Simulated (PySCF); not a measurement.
# Orbital picture of GeO⁺

revPBE at R = 1.816 Å; Ge pcseg-1, O pcseg-1; no relativity (PySCF 2.14). State: ²Π (doublet), unpaired electrons π ↑. Only the outer orbitals are listed, counted within each symmetry.

```tsv
spin	orbital	occ.	ε (eV)	on Ge (%)	main shells (%)
α	8σ	1	-31.97	8	90 O s
α	9σ	1	-19.82	68	68 Ge s, 25 O p
α	4π	1	-17.37	8	92 O p
α	4π	1	-15.71	13	87 O p, 10 Ge p
α	10σ	1	-15.47	46	53 O p, 26 Ge s, 19 Ge p
α	5π	0	-10.95	94	94 Ge p
α	5π	0	-10.59	90	90 Ge p, 10 O p
α	11σ	0	-7.25	91	79 Ge p, 11 O p, 9 Ge d
β	8σ	1	-30.36	10	87 O s
β	9σ	1	-19.52	72	71 Ge s, 20 O p, 9 O s
β	4π	1	-15.08	17	83 O p, 14 Ge p
β	10σ	1	-15.08	43	56 O p, 22 Ge p, 21 Ge s
β	4π	0	-14.28	24	76 O p, 22 Ge p
β	5π	0	-10.54	86	86 Ge p, 14 O p
β	5π	0	-10.36	80	78 Ge p, 20 O p
```

**Question.** Which are the highest filled and the lowest empty level, where do they sit, and how wide is the gap?

**Answer.** Highest filled β 10σ at -15.08 eV (in %: 56 O p, 22 Ge p, 21 Ge s); lowest empty β 4π at -14.28 eV (in %: 76 O p, 22 Ge p); the gap at revPBE is 0.80 eV.

* bond order (Mayer): 1.30
* ⟨S²⟩: 0.756
* charge on Ge (Mulliken, basis-dependent): 1.18
* charge on Ge (Löwdin, basis-dependent): 0.98
* dipole moment (positive dipole points towards O; it is taken about the centre of mass and depends on that origin): -2.06 D

Spin–orbit coupling is left out. The state was picked by a PBE0 search and need not be the measured ground state.
